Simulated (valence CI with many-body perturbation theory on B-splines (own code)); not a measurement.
# Cs XLIII: magnetic and hyperfine properties of the levels

Computed by relativistic CI+MBPT: three valence electrons over a frozen Dirac-Fock core [Ne], a basis of 11 s, 11 p, 10 d, 8 f, 5 g, 2 h functions for each j, with the one-electron correlation potential Σ1, the two-electron term Σ2, the three-electron term Σ3, Breit, model QED; selected CI, second order for the rest, scaled by the run's own slope (own B-spline code, finite nucleus).

No measured spectrum was set against this ion. As an estimate, large intervals hold to a few tenths of a per cent, small ones and those within an open d or f shell to about a per cent.

A/g_I is the dipole constant over the nuclear g factor μ/I (μ in nuclear magnetons, uniformly magnetised nucleus), B/Q the quadrupole constant per barn. Both hold the static response of the core; the bare values leave it out. Large factors of s and p1/2 electrons are usually good to 5 to 10 %; those of open d and f shells near neutrality can be off by tens of per cent, and small factors of p3/2, d and f electrons come from cancelling terms and can be off by a factor of two or in sign, in half-filled shells by more. B is blank for J = 1/2, where it vanishes, and for nearly pure S terms. Energies count from the lowest level.

Levels are named by their leading jj configuration (3d3/2^4 stands for four electrons in 3d with j = 3/2), which in mixed levels can hold well under half, so a name can repeat and another be missing. Letters in brackets count levels of one name in rising energy.

| Level | E (eV) | g | A/g_I (MHz) | A/g_I bare | B/Q (MHz/b) | B/Q bare |
| --- | --- | --- | --- | --- | --- | --- |
| (3s^2 3p1/2) J=1/2 | 0.00 | 0.657 | 507000 | 495000 |  |  |
| (3s^2 3p3/2) J=3/2 | 89.97 | 1.327 | 78800 | 78500 | 148000 | 145000 |
| (3s 3p1/2^2) J=1/2 | 104.39 | 2.288 | 1490000 | 1460000 |  |  |
| (3s 3p1/2 3p3/2) J=3/2 [a] | 176.26 | 1.667 | 390000 | 383000 | 120000 | 118000 |
| (3s 3p1/2 3p3/2) J=5/2 | 187.77 | 1.374 | 452000 | 442000 | 81600 | 80300 |
| (3s 3p1/2 3p3/2) J=3/2 [b] | 203.53 | 0.933 | 20100 | 21400 | 107000 | 105000 |
| (3s 3p1/2 3p3/2) J=1/2 | 211.66 | 1.187 | -431000 | -417000 |  |  |
| (3s^2 3d3/2) J=3/2 | 248.87 | 0.843 | 22600 | 24200 | 20500 | 21300 |
| (3s^2 3d5/2) J=5/2 | 257.60 | 1.296 | 140000 | 138000 | 6520 | 7560 |
| (3s 3p3/2^2) J=5/2 | 283.76 | 1.310 | 278000 | 272000 | 93000 | 91900 |
| (3s 3p3/2^2) J=1/2 | 302.13 | 1.840 | 1580000 | 1540000 |  |  |
| (3s 3p3/2^2) J=3/2 | 307.11 | 1.198 | -211000 | -202000 | -43900 | -43100 |
| (3p1/2^2 3p3/2) J=3/2 | 309.65 | 1.237 | 54700 | 56300 | 121000 | 120000 |
| (3s 3p1/2 3d3/2) J=3/2 [a] | 323.62 | 0.536 | -123000 | -118000 | 40500 | 40800 |
| (3s 3p1/2 3d3/2) J=5/2 | 331.54 | 1.050 | 399000 | 390000 | -4070 | -2750 |
| (3s 3p1/2 3d3/2) J=1/2 | 349.38 | 0.349 | -605000 | -587000 |  |  |
| (3s 3p1/2 3d3/2) J=3/2 [b] | 350.73 | 1.326 | 312000 | 306000 | 22900 | 22700 |
| (3s 3p1/2 3d5/2) J=5/2 [a] | 353.36 | 1.336 | 140000 | 138000 | 18500 | 19700 |
| (3s 3p1/2 3d5/2) J=7/2 | 359.89 | 1.255 | 298000 | 292000 | -5820 | -3950 |
| (3s 3p1/2 3d5/2) J=5/2 [b] | 367.43 | 1.109 | 61800 | 62200 | 26800 | 27500 |
| (3s 3p1/2 3d5/2) J=3/2 | 368.90 | 1.229 | -200000 | -191000 | -15900 | -14800 |
| (3p1/2 3p3/2^2) J=5/2 | 398.85 | 1.102 | 167000 | 164000 | 56800 | 56200 |
| (3p1/2 3p3/2^2) J=3/2 | 404.49 | 1.259 | -28500 | -24800 | 43200 | 42800 |
| (3p1/2 3p3/2^2) J=1/2 | 409.35 | 0.665 | 495000 | 481000 |  |  |
| (3s 3p3/2 3d3/2) J=3/2 [a] | 424.26 | 1.357 | 261000 | 257000 | -11800 | -12400 |
| (3s 3p3/2 3d3/2) J=5/2 [a] | 424.70 | 1.279 | 215000 | 212000 | 30900 | 30000 |
| (3s 3p3/2 3d3/2) J=1/2 [a] | 425.09 | 2.329 | 770000 | 754000 |  |  |
| (3s 3p3/2 3d3/2) J=7/2 | 426.94 | 1.307 | 258000 | 254000 | 96800 | 95700 |
| (3s 3p3/2 3d5/2) J=9/2 | 430.15 | 1.327 | 212000 | 209000 | 182000 | 180000 |
| (3s 3p3/2 3d5/2) J=3/2 [a] | 442.07 | 1.057 | -58500 | -54700 | -76600 | -75000 |
| (3s 3p3/2 3d5/2) J=5/2 [a] | 446.81 | 1.334 | 315000 | 308000 | -73200 | -71500 |
| (3p1/2^2 3d3/2) J=3/2 | 454.14 | 0.754 | 44700 | 44400 | 21700 | 22700 |
| (3s 3p3/2 3d3/2) J=3/2 [b] | 454.82 | 1.152 | -24200 | -20700 | -78700 | -77300 |
| (3s 3p3/2 3d5/2) J=7/2 [a] | 456.25 | 1.173 | 92500 | 92000 | 154000 | 153000 |
| (3s 3p3/2 3d3/2) J=5/2 [b] | 458.69 | 0.932 | -63800 | -59900 | 110000 | 109000 |
| (3s 3p3/2 3d3/2) J=1/2 [b] | 460.64 | 0.612 | 63200 | 62900 |  |  |
| (3s 3p3/2 3d5/2) J=7/2 [b] | 467.78 | 1.191 | 65000 | 65400 | 109000 | 109000 |
| (3s 3p3/2 3d5/2) J=1/2 | 475.68 | 0.676 | -273000 | -265000 |  |  |
| (3s 3p3/2 3d5/2) J=3/2 [b] | 481.64 | 1.303 | 362000 | 354000 | 45700 | 45800 |
| (3p1/2^2 3d5/2) J=5/2 | 481.77 | 1.192 | 13400 | 15800 | 18000 | 19300 |

(1) Take the isotope of mass number 133, with I = 7/2, μ = 2.5778 μN and Q = -0.0034 b. What is the hyperfine structure of (3s^2 3d3/2) J=3/2?

## Answers

(1) From the table A = 16600 MHz, B = -69.6 MHz. Shifts from the centre of gravity in MHz: F = 2: -112000, F = 3: -62200, F = 4: 4180, F = 5: 87100.
